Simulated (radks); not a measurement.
Results of a calculation; reference values are marked as such.
Q: All-electron atom: the oxygen ion O2+ in [He] 2s2 2p2. Level of theory: Dirac Kohn-Sham, PBE, spin-unpolarised, spherical densities, finite nucleus; open shells are shared between the two j in proportion to 2j + 1; Fermi nuclear charge, rms radius 2.6991 fm (a radial shooting solver on a logarithmic mesh with Libxc functionals). Some entries of the table are withheld. Estimate them.

orbital      occ.  eigenvalue (Ry)  <r> (bohr)
1s1/2           2              (1)         (2)
2s1/2           2         -4.28827       1.029
2p1/2    0.666667              (3)       1.001
2p3/2     1.33333              (4)       1.002

A: 
(1) 1s1/2 eigenvalue (Ry): -40.99246
(2) 1s1/2 <r> (bohr): 0.1993
(3) 2p1/2 eigenvalue (Ry): -3.18071
(4) 2p3/2 eigenvalue (Ry): -3.17683
